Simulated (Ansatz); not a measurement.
Born–Oppenheimer molecular dynamics of BClF₂ (4 atoms, charge 0, multiplicity 1). It starts from a relaxed structure.

The calculation used Ansatz 0.2.0, RKS B3LYP-D4/def2-SVP.

```yaml
ensemble: NVT, Nosé–Hoover chain
time_step: 2 fs
steps_asked: 166
set_temperature: 2000 K
thermostat: time constant 100 fs, chain length 3
seed: 851071
```

First frame:

```xyz
4
Properties=species:S:1:pos:R:3
B 0.026 0.000 -0.015
F 0.015 0.000 1.298
Cl 1.543 0.000 -0.891
F -1.117 0.000 -0.662
```

**Question.** How far do the bonds stretch over the last three quarters of this one trajectory? (Pairs bonded in most of those frames.)

**Answer.** 
```
  bond  mean (Å)  spread (Å)  shortest  longest
 B1–F2     1.353       0.102      1.18     1.54
B1–Cl3     1.758       0.067      1.63     1.93
 B1–F4     1.340       0.097      1.15     1.54
```

Mean temperature of the second half: 2545 K. The conserved energy wandered by up to 22.6 meV per atom (net 8.4 meV per atom), which is poor conservation. The mean temperature of the second half is 27 % above the set value. A run of 0.33 ps of so small a system gives no equilibrium averages.

Run time: 3.6 min on 1 thread of Arm Neoverse V2, on a shared host, peak memory 0.1 GiB.
